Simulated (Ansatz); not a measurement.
Born–Oppenheimer molecular dynamics of H6OSSiZn (10 atoms, charge 0, multiplicity 1). It starts at the highest image of a converged band. Of that band: Neighbouring images differ by up to 1.3 eV, so the band resolves the path poorly. A vibrational analysis at the climbing image gives one clearly imaginary mode, 814i cm⁻¹: a first-order saddle point.

All numbers below come from Ansatz 0.2.0, RKS PBE/def2-SVP.

```json
{"ensemble": "NVE (velocity Verlet)", "time step": "0.5 fs", "steps asked": "200", "starting velocities drawn for": "300 K", "seed": "7573"}
```

Frames 0.5 fs apart, positions in Å, forces in eV/Å.

Velocities at 40.0 fs (Å/ps):

```
Zn -3.95 -5.10 -2.50
S -0.79 3.31 -2.59
O 2.06 1.22 -1.42
H 36.33 40.33 4.06
Si 7.50 4.39 8.16
H 18.60 -0.27 14.65
H 4.33 25.37 -4.14
H -4.19 28.52 31.44
H -3.10 -18.35 -46.83
H -12.54 8.06 40.40
```

```xyz
10
Properties=species:S:1:pos:R:3:forces:R:3 time_fs=40.0 energy_less_start_eV=-0.639 T=918
Zn -0.367 -0.260 -1.042 -0.14 -1.44 0.40
S -0.447 -2.264 0.031 -0.18 0.35 -0.05
O -0.488 0.564 -2.614 -0.30 0.20 -0.66
H 1.335 0.001 0.291 0.05 -0.80 -0.59
Si 0.928 0.946 1.320 -0.11 1.00 0.59
H -1.288 -1.832 1.016 0.00 -0.01 -0.04
H -1.063 -0.040 -3.149 0.33 0.43 0.27
H 1.526 0.540 2.662 -0.38 0.09 -0.34
H -0.582 1.273 1.296 0.56 -0.43 0.10
H 1.572 2.138 0.717 0.17 0.61 0.30
10
Properties=species:S:1:pos:R:3:forces:R:3 time_fs=40.5 energy_less_start_eV=-0.641 T=921
Zn -0.369 -0.263 -1.043 -0.15 -1.39 0.37
S -0.448 -2.263 0.030 -0.16 0.33 -0.04
O -0.487 0.565 -2.614 -0.09 0.41 -0.44
H 1.353 0.020 0.292 0.10 -0.89 -0.65
Si 0.932 0.948 1.324 -0.23 0.93 0.73
H -1.278 -1.832 1.024 -0.01 0.00 -0.04
H -1.060 -0.027 -3.151 0.12 0.21 0.09
H 1.523 0.554 2.677 -0.42 0.08 -0.41
H -0.583 1.263 1.273 0.59 -0.43 0.14
H 1.566 2.142 0.737 0.24 0.75 0.24
10
Properties=species:S:1:pos:R:3:forces:R:3 time_fs=41.0 energy_less_start_eV=-0.644 T=923
Zn -0.371 -0.266 -1.044 -0.15 -1.35 0.34
S -0.448 -2.261 0.029 -0.14 0.32 -0.02
O -0.486 0.565 -2.615 0.15 0.63 -0.19
H 1.372 0.037 0.292 0.13 -0.93 -0.66
Si 0.935 0.950 1.329 -0.31 0.85 0.80
H -1.269 -1.832 1.031 -0.01 0.00 -0.04
H -1.057 -0.013 -3.152 -0.10 -0.03 -0.12
H 1.520 0.569 2.691 -0.45 0.06 -0.46
H -0.583 1.252 1.250 0.60 -0.43 0.17
H 1.560 2.149 0.758 0.29 0.87 0.18
10
Properties=species:S:1:pos:R:3:forces:R:3 time_fs=41.5 energy_less_start_eV=-0.649 T=928
Zn -0.373 -0.268 -1.046 -0.15 -1.30 0.30
S -0.449 -2.259 0.027 -0.13 0.30 -0.01
O -0.485 0.566 -2.616 0.38 0.84 0.06
H 1.390 0.052 0.290 0.15 -0.93 -0.63
Si 0.939 0.953 1.333 -0.36 0.76 0.80
H -1.260 -1.832 1.038 -0.01 0.01 -0.04
H -1.055 0.001 -3.154 -0.34 -0.26 -0.34
H 1.515 0.584 2.704 -0.47 0.03 -0.49
H -0.581 1.241 1.228 0.60 -0.42 0.20
H 1.556 2.158 0.780 0.32 0.96 0.14
10
Properties=species:S:1:pos:R:3:forces:R:3 time_fs=42.0 energy_less_start_eV=-0.658 T=937
Zn -0.375 -0.271 -1.047 -0.16 -1.24 0.26
S -0.449 -2.257 0.026 -0.12 0.28 0.00
O -0.484 0.567 -2.617 0.59 1.02 0.28
H 1.409 0.065 0.287 0.15 -0.88 -0.56
Si 0.943 0.955 1.337 -0.36 0.68 0.73
H -1.251 -1.832 1.045 -0.01 0.01 -0.04
H -1.053 0.014 -3.157 -0.53 -0.45 -0.52
H 1.509 0.598 2.717 -0.48 0.00 -0.51
H -0.577 1.228 1.206 0.59 -0.41 0.23
H 1.552 2.168 0.802 0.33 1.00 0.12
10
Properties=species:S:1:pos:R:3:forces:R:3 time_fs=42.5 energy_less_start_eV=-0.674 T=952
Zn -0.377 -0.274 -1.048 -0.16 -1.19 0.22
S -0.450 -2.256 0.025 -0.11 0.26 0.02
O -0.483 0.568 -2.618 0.73 1.12 0.44
H 1.429 0.075 0.282 0.14 -0.80 -0.45
Si 0.946 0.957 1.341 -0.32 0.60 0.59
H -1.242 -1.832 1.052 -0.01 0.02 -0.04
H -1.052 0.026 -3.161 -0.67 -0.57 -0.64
H 1.502 0.613 2.727 -0.48 -0.04 -0.51
H -0.572 1.214 1.184 0.56 -0.39 0.26
H 1.548 2.182 0.824 0.32 1.00 0.11
10
Properties=species:S:1:pos:R:3:forces:R:3 time_fs=43.0 energy_less_start_eV=-0.696 T=974
Zn -0.379 -0.277 -1.049 -0.17 -1.14 0.17
S -0.450 -2.254 0.023 -0.10 0.24 0.04
O -0.482 0.569 -2.618 0.77 1.14 0.51
H 1.449 0.084 0.277 0.11 -0.69 -0.31
Si 0.950 0.960 1.346 -0.24 0.54 0.39
H -1.232 -1.832 1.059 -0.01 0.02 -0.04
H -1.053 0.036 -3.166 -0.71 -0.61 -0.67
H 1.494 0.628 2.737 -0.47 -0.09 -0.49
H -0.566 1.200 1.163 0.51 -0.37 0.29
H 1.546 2.197 0.846 0.29 0.95 0.11
10
Properties=species:S:1:pos:R:3:forces:R:3 time_fs=43.5 energy_less_start_eV=-0.724 T=1000
Zn -0.381 -0.279 -1.050 -0.17 -1.08 0.13
S -0.450 -2.252 0.022 -0.09 0.21 0.06
O -0.481 0.571 -2.619 0.72 1.06 0.48
H 1.469 0.091 0.270 0.07 -0.56 -0.14
Si 0.954 0.963 1.350 -0.12 0.52 0.15
H -1.223 -1.832 1.065 -0.01 0.03 -0.05
H -1.056 0.045 -3.173 -0.64 -0.54 -0.60
H 1.485 0.642 2.746 -0.45 -0.13 -0.45
H -0.559 1.184 1.143 0.46 -0.34 0.31
H 1.544 2.215 0.869 0.24 0.85 0.12
10
Properties=species:S:1:pos:R:3:forces:R:3 time_fs=44.0 energy_less_start_eV=-0.753 T=1028
Zn -0.383 -0.282 -1.052 -0.18 -1.03 0.08
S -0.451 -2.250 0.021 -0.09 0.18 0.08
O -0.479 0.572 -2.620 0.58 0.91 0.36
H 1.489 0.096 0.263 0.02 -0.42 0.03
Si 0.957 0.965 1.355 0.03 0.52 -0.13
H -1.214 -1.832 1.072 -0.01 0.03 -0.06
H -1.060 0.053 -3.182 -0.49 -0.41 -0.44
H 1.475 0.656 2.753 -0.43 -0.18 -0.40
H -0.550 1.168 1.123 0.39 -0.32 0.32
H 1.543 2.236 0.892 0.17 0.72 0.15
10
Properties=species:S:1:pos:R:3:forces:R:3 time_fs=44.5 energy_less_start_eV=-0.778 T=1052
Zn -0.385 -0.285 -1.053 -0.18 -0.97 0.03
S -0.451 -2.248 0.019 -0.08 0.15 0.10
O -0.477 0.574 -2.620 0.37 0.71 0.18
H 1.510 0.101 0.257 -0.03 -0.28 0.20
Si 0.961 0.968 1.359 0.19 0.56 -0.41
H -1.205 -1.832 1.079 -0.01 0.03 -0.06
H -1.066 0.060 -3.191 -0.28 -0.22 -0.21
H 1.464 0.670 2.759 -0.40 -0.24 -0.33
H -0.541 1.151 1.105 0.32 -0.29 0.33
H 1.542 2.257 0.915 0.10 0.56 0.17
10
Properties=species:S:1:pos:R:3:forces:R:3 time_fs=45.0 energy_less_start_eV=-0.796 T=1070
Zn -0.387 -0.288 -1.054 -0.19 -0.92 -0.02
S -0.452 -2.247 0.018 -0.08 0.12 0.12
O -0.476 0.576 -2.621 0.14 0.49 -0.03
H 1.530 0.105 0.250 -0.08 -0.15 0.37
Si 0.964 0.971 1.364 0.36 0.62 -0.69
H -1.196 -1.832 1.085 0.00 0.04 -0.07
H -1.072 0.066 -3.201 -0.03 -0.02 0.04
H 1.452 0.683 2.765 -0.37 -0.29 -0.24
H -0.531 1.133 1.087 0.24 -0.26 0.34
H 1.542 2.280 0.939 0.01 0.37 0.19
10
Properties=species:S:1:pos:R:3:forces:R:3 time_fs=45.5 energy_less_start_eV=-0.805 T=1078
Zn -0.389 -0.291 -1.055 -0.20 -0.86 -0.08
S -0.452 -2.245 0.017 -0.07 0.09 0.15
O -0.474 0.578 -2.621 -0.09 0.29 -0.24
H 1.550 0.108 0.245 -0.13 -0.02 0.52
Si 0.968 0.974 1.368 0.53 0.70 -0.96
H -1.187 -1.831 1.091 0.00 0.04 -0.08
H -1.078 0.072 -3.211 0.20 0.17 0.29
H 1.439 0.695 2.770 -0.33 -0.34 -0.15
H -0.520 1.114 1.070 0.16 -0.23 0.34
H 1.541 2.304 0.963 -0.07 0.17 0.21
```

Of the whole run (100 fs, mean temperature of the second half 1228 K): The conserved energy stayed within 0.1 meV per atom of its start (net change 0.0031 meV per atom), so the integration is sound. The system heated up, since it started high on the potential surface and ran downhill. A run of 0.1 ps of so small a system gives no equilibrium averages. The orbitals stay closed-shell, which can raise the energy where a bond breaks towards radicals; this wasn't checked here.

Time of the run: 3.9 min on 2 threads of Intel(R) Xeon(R) Platinum 8559C (Emerald Rapids), with other jobs on the host, peak memory 0.18 GiB.
